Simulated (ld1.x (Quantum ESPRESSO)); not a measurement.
## Pseudopotential generation for Cu (Z = 29): RRKJ, PBE, scalar-relativistic.

Cu, norm-conserving RRKJ (Kleinman–Bylander form), made with ld1.x (Quantum ESPRESSO) 7.5 (PBE, scalar-relativistic). Core [Ar], reference 3d9 4s0 4p0 (charge +2). Waves: 4p (bound, empty): rc 2.45 bohr; 3d (bound): rc 0.70 bohr; 4s (bound, empty): rc 1.70 bohr. Local part: the s channel. Core correction: none. rho0 = 0.01.

Poles of the logarithmic derivatives, all-electron (AE) and pseudo (PS). s: poles at -0.5 (AE) and -0.5 (PS) Ry. p: poles at 0.5 (AE) and 0.5 (PS) Ry. d: poles at -2.1, 2.4 (AE) and -2.1, 3.3 (PS) Ry. Test radius 2.65 bohr.

- Cutoffs needed: over 300 Ry and over 300 Ry (the cutoffs (Ry, on a coarse ladder) from which the occupation-weighted sum of valence levels, in a spherical-Bessel basis at the reference potential, stays within 10 and 1 mRy of its value at 400 Ry)
- Ghost test: no extra level below or beside the all-electron valence levels (p, d, s, f tested) (spherical-Bessel basis up to 400 Ry, 20 bohr box)
- Largest excitation error: -508 meV (all-electron minus pseudo) for 3d8 4s0 4p0, out of 7 test configurations
